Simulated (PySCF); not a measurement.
A structure optimised at B3LYP-D3(BJ)/def2-SVP, used in a PySCF frequency run:

```xyz
9

C     -0.0295     1.9309     0.0000
C      0.4259     0.6881     0.0000
C     -0.4104    -0.5183     0.0000
C      0.0802    -1.7674     0.0000
H     -0.9957     2.4374     0.0000
H      1.5134     0.5181     0.0000
H     -1.4948    -0.3609     0.0000
H      1.1585    -1.9557     0.0000
H     -0.5786    -2.6390     0.0000
```
Charge 0, spin multiplicity 2.

Write its SMILES, formula and point group.

[CH]=CC=C, C4H5, Cs

What are its rotational constants (standard atomic weights)?

43.933, 4.6605, 4.2135 GHz
